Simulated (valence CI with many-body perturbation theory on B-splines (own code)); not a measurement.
## How close is CI+MBPT for Ba⁴⁺?

Level of theory: valence CI with perturbative core correlation (CI+MBPT): six valence electrons over a frozen Dirac-Fock core [Kr] 4d10, a basis of 9 s, 9 p, 8 d, 6 f, 3 g, 1 h functions for each j, with the one-electron correlation potential Σ1 (screened to all orders), the two-electron term Σ2, the three-electron term Σ3, Breit, model QED; selected single and double excitations, second order for the rest, scaled by the run's own slope (own B-spline code, finite nucleus).

Set against measurement, 17 paired levels are off by 353 cm⁻¹ on average, the worst by 1294. These come from a selection out of Sansonetti and Curry, J. Phys. Chem. Ref. Data 39, 043103 (2010). Levels without a partner in it may be off by more, other configurations by several thousand cm⁻¹. Among the levels kept, up to 850 cm⁻¹ of a level comes from second order outside the variational space, and about a tenth of that is noise between levels of different J, which matters for small intervals. 1 measured level below the end of the list, from 166279 cm⁻¹ on, found no clear computed partner, and computed levels of the same name lie up to 320 cm⁻¹ from them.

Measured levels: Sansonetti and Curry, J. Phys. Chem. Ref. Data 39, 043103 (2010). Pairs share parity and J, and are chosen by configuration, term and nearness in energy; levels without a clear partner are left out. Energies in cm⁻¹ above the measured ground level.

Names give the largest LS component (configuration and term), which can be under half, so a name can repeat, a term be missing and a line seem to break the LS rules; names also repeat where a configuration has a term twice.

```
  Computed label  Label in the source  Measured  Computed  Difference
    5s2 5p4 3P_2           5s2 5p4 3P         0       0.0           0
    5s2 5p4 3P_0           5s2 5p4 3P   11301.9   11358.0         +56
    5s2 5p4 3P_1           5s2 5p4 3P   16429.1   16372.8         -56
    5s2 5p4 1D_2           5s2 5p4 1D   24720.5   24750.1         +30
    5s2 5p4 1S_0           5s2 5p4 1S   51180.7   51249.8         +69
    5s 5p5 3P°_2       5s(2S) 5p5 3P°    130401  129950.9        -450
    5s 5p5 3P°_1       5s(2S) 5p5 3P°    138916  138497.5        -419
    5s 5p5 3P°_0       5s(2S) 5p5 3P°    147932  147414.8        -517
5s2 5p3 5d 5D°_3      5p3(4S°) 5d 5D°    159475  159073.5        -402
5s2 5p3 5d 5D°_2      5p3(4S°) 5d 5D°    159494  159102.3        -392
5s2 5p3 5d 5D°_0      5p3(4S°) 5d 5D°    160011  159661.0        -350
5s2 5p3 5d 5D°_1      5p3(4S°) 5d 5D°    160524  160118.0        -406
    5s 5p5 1P°_1       5s(2S) 5p5 1P°    163254  163044.4        -210
5s2 5p3 5d 3D°_3      5p3(4S°) 5d 3D°    173435  173096.3        -339
5s2 5p3 5d 3D°_1      5p3(4S°) 5d 3D°    174616  174280.6        -335
5s2 5p3 5d 3F°_2      5p3(2D°) 5d 3F°    176637  176291.7        -345
5s2 5p3 5d 1S°_0      5p3(2D°) 5d 1S°    178341  177047.2       -1294
5s2 5p3 5d 3F°_3      5p3(2D°) 5d 3F°    178823  178494.4        -329
```

Over 17 excited levels the mean absolute difference is 353 cm⁻¹, the median 345 and the largest 1294. The comparison draws on a selection of the measured levels: 18 of the 36 computed ones have a partner in it, and others may be off by more.

These 1 measured levels below the end of the computed list are not counted above. Beside each stands the unpaired computed level of its name, or else the nearest of its J and parity; the gap is either an error of the method or a doubtful assignment.

```tsv
Label in the source	J	Measured	Unpaired level	Computed
5p3(2D°) 5d 3D°	2	166279	5s2 5p3 5d 3D°_2	165959
```
